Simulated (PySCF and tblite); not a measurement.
Results of a calculation; reference values are marked as such.
C5H9NO, numbered as in [CH2:1]=[CH:2][C:3](=[O:4])[N:5]([CH3:6])[CH3:7].

Conformers came from 90 starts (ETKDG and KDG, MMFF94s, GFN2-xTB); geometries are PBE0-D3(BJ)/def2-SVP. Energies: PBE0-D3(BJ)/def2-TZVP (IEF-PCM, chloroform), with GFN2-xTB thermal terms (modes under about 100 cm⁻¹ blended into free rotors). Symmetry numbers and mirror images are counted. Conformers within 3 kcal/mol (GFN2-xTB free energy) were kept, 8 at most. Run with PySCF (density fitting) and tblite.

Torsions listed: C1–C2–C3–O4, O4–C3–N5–C6. Of a mirror pair one member is shown.

```json
{"conformer": "1", "shape": "8°, -178°", "symmetry": "C1 (pair)", "dipole D": "4.53"}
{"conformer": "2", "shape": "127°, -5°", "symmetry": "C1 (pair)", "dipole D": "4.75"}
```

(1) Which of these conformers is the most populated at 298.15 K, and with what share?

(2) Give the DFT energies and free energies relative to the lowest, and all weights.

(3) How does its share change from 220 K to 380 K?

Answers

(1) Conformer 1, about 92 %.

(2) 
```
conformer      shape  E(DFT) kcal/mol  G(298.15 K) kcal/mol  weight %
        1  8°, -178°             0.00                  0.00      91.6
        2  127°, -5°             1.37                  1.42       8.4
```

(3) From 96 % to 87 %; the mixing entropy goes from 1.70 to 2.16 cal/(mol K).
